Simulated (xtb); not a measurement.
xtb input:

```bash
xtb mol.xyz --gfn 2 --sp --chrg 1 --uhf 0
```
mol.xyz:
```
3

Bi    -0.36049780    -0.30572441     0.60082715
Br    -0.86943567     1.89236726    -0.71208688
Br     1.72433044    -1.16736366    -0.71273178
```

Q: Which total energy does the run end on?

A: -10.15010 Eh (GFN2-xTB).

This state (charge 1, singlet) is run at the relaxed geometry of the species with charge 0 and multiplicity 2.
